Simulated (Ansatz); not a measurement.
`O=C=[N][GeH]([F])[Cl]` → F• + `O=C=[N][GeH][Cl]`•  (homolysis of the F–Ge bond)

Computed with Ansatz on PBE0-D4/def2-TZVP structures; ΔE is electronic, products minus reactants. CCSD(T)/CBS adds triple-zeta CCSD(T) − MP2 to the extrapolated MP2 energy (def2 sets, frozen cores). This one scheme is used for every species, atoms too. Functionals use def2-TZVPP. B3LYP here is the variant with VWN-RPA as its local correlation; programs differ in this. No spin–orbit coupling; open shells (•) take unrestricted orbitals. Spin–orbit coupling would lower the free atoms: a little for F. For Ge outer-core shells are correlated without core-valence functions, so the limit isn't a true one: a few kJ/mol of doubt a bond, and 10 to 20 or more in all where bonds break to atoms. Scalar relativity is left out up to krypton. Each species was taken in one conformer, which may not be the lowest.

```csv
level,ΔE (eV),difference from CCSD(T)/CBS
PBE-D4,5.53,-0.20
revPBE-D4,5.31,-0.42
r2SCAN0-D4,5.29,-0.44
B2PLYP,5.50,-0.23
B3LYP,5.32,-0.41
BHLYP,5.15,-0.58
MP2/def2-TZVPP,5.90,0.17
CCSD/def2-TZVPP,5.46,-0.27
MP2/def2-QZVPP,6.00,0.27
HF/CBS(def2),4.04,-1.69
CCSD(T)/CBS,5.73,0
```

Problem. What do rigid-rotor, harmonic-oscillator terms from PBE0-D4/def2-TZVP frequencies (298.15 K, 1 bar) make of the CCSD(T)/CBS value? (Estimate.)

Solution. Computed: ΔZPE = -0.10 eV, ΔH = +5.66 eV, ΔS = 139 J/(mol·K), ΔG = +5.23 eV. Open shells count their whole term as degenerate. Modes under 50 cm⁻¹ make the entropy rough.

Largest T1 diagnostic among the species: 0.016.

From PBE to PBE0 (25 % exact exchange), in def2-TZVPP and without D4, ΔE moves by −0.14 eV: exact exchange takes away binding that semilocal exchange gives to molecules. The D4 term adds +0.05 eV with B3LYP and +0.03 eV with PBE0; it sums over pairs of atoms, weighted by their polarisabilities, and B3LYP, whose exchange is more repulsive, gets the larger term. At CCSD(T), def2-SVP lies −0.39 eV from the extrapolated value and def2-TZVPP −0.16 eV: correlation converges slowly with the basis, and small sets miss more of it in the bonded molecule than in its fragments.

CCSD(T)/CBS has its own doubt, a few kJ/mol and more with outer-core shells, so smaller differences from it don't rank the levels.
